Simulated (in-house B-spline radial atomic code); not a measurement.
Settings and results of a run for K II (K+) (an excited or competing configuration). Computed with an all-electron radial atomic-structure program (B-spline basis): non-relativistic B3LYP, spin-polarised, spherical fractional occupations, point nucleus.

In the input, 3d5,1 would mean five up and one down electron.

Command:
```bash
python run_scf.py task.json out
```
Settings:
```
Z                19
configuration    1s2 2s2 2p6 3s0,1 3p6 4p0,1
hamiltonian      nr
method           b3lyp
spin_polarised   True
```

Output (hartree, bohr):
```
 radial grid: 60 intervals, B-splines of order 8, outer radius 60 bohr

 iter        energy (Eh)    residual
    1        -593.913952    2.89e-01
    2        -597.137013    1.81e-01
    3        -598.175918    5.50e-02
    4        -598.269045    1.51e-02
    5        -598.275116    6.33e-03
    6        -598.276753    6.05e-04
    7        -598.276765    4.37e-05
    8        -598.276765    4.07e-06
    9        -598.276765    4.46e-07
   10        -598.276765    2.89e-08

 total energy                      -598.27677
 kinetic                             597.5603
 electron-nucleus                  -1409.7862
 Hartree                             246.8023
 exact exchange                       -6.3830
 exchange-correlation                -26.4701

 orbital      occ     eigenvalue          <r>       <r^2>       <1/r>       <r^4>       r_max
 1s up      1.000      -130.4298    0.0815477  0.00893122     18.5385  0.00020492     0.05353
 1s down    1.000      -130.4485    0.0815435  0.00893041     18.5396 0.000204893     0.05353
 2s up      1.000       -13.8368     0.389547    0.179723     3.76876    0.057395      0.3201
 2s down    1.000       -13.8602     0.389357    0.179584     3.77174    0.057363      0.3199
 2p up      3.000       -11.1863     0.350699     0.15227     3.69294   0.0483514      0.2633
 2p down    3.000       -11.2036     0.350764    0.152391     3.69308   0.0485392      0.2632
 3s down    1.000        -1.9597      1.23388     1.75269     1.12654     4.95322       1.065
 3p up      3.000        -1.2320      1.36972     2.20745    0.994822      8.5224       1.133
 3p down    3.000        -1.3027      1.34857     2.13401     1.00905     7.88322       1.124
 4p down    1.000        -0.2360       4.5039     22.9479    0.284382     803.415       3.962
```

Run time, properties included: 0.1 s on 1 thread of Arm Neoverse V2, with other jobs on the host.

Caution: exact exchange at fractional occupations of open shells leaves self-interaction of up to several eV.
